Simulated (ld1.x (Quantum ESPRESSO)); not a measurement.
## Tm: ultrasoft pseudisation with PBEsol, scalar-relativistic reference atom.

- Element: thulium (Tm)
- Generator: ld1.x (Quantum ESPRESSO) 7.5
- Type: ultrasoft
- Functional: PBEsol
- Relativity: scalar-relativistic
- Frozen core: [Kr] 4d10
- Valence charge: 23
- Reference configuration: 4f13 5s2 5p6 5d0.5 6s1.5 6p0
- Partial waves: 5s (bound): rcut 1.60, rcutus 1.70 bohr; 6s (bound): rcut 1.60, rcutus 1.70 bohr; 5p (bound): rcut 2.05, rcutus 3.50 bohr; 6p (bound, empty): rcut 2.05, rcutus 3.50 bohr; 5d (bound): rcut 1.80, rcutus 2.05 bohr; 5d channel at 0.25 Ry: rcut 1.80, rcutus 2.05 bohr; 4f (bound): rcut 0.90, rcutus 1.05 bohr; 4f channel at 0.35 Ry: rcut 0.90, rcutus 1.05 bohr
- Local potential: all-electron potential smoothed inside 1.00 bohr (lloc = -2)
- Core correction: none
- Augmentation charge: PSQ, inside the norm-conserving radii

Poles of the logarithmic derivatives, all-electron (AE) and pseudo (PS). s: poles at -3.9, 0.6, 4.7 (AE) and -3.9, 0.6, 3.9, 4.9 (PS) Ry. p: poles at -1.9, 1.4 (AE) and -1.9, 1.2, 2.6 (PS) Ry. d: poles at 0.3, 3.0 (AE) and 0.3, 3.0 (PS) Ry. f: poles at -0.2, 2.2 (AE) and -0.2, 2.2 (PS) Ry. Test radius 3.80 bohr.

- Cutoffs needed: 200 Ry and 300 Ry (the cutoffs (Ry, on a coarse ladder) from which the occupation-weighted sum of valence levels, in a spherical-Bessel basis at the reference potential, stays within 10 and 1 mRy of its value at 400 Ry)
- Ghost test: no extra level below or beside the all-electron valence levels (s, p, d, f tested) (spherical-Bessel basis up to 400 Ry, 20 bohr box)
- Configuration tests: test run stopped at test 5 of 7 (negative rho)
- Lowest eigenvalue of the overlap operator: 0.14 (s channel)
- Density cutoff estimated by the generator: 728 Ry
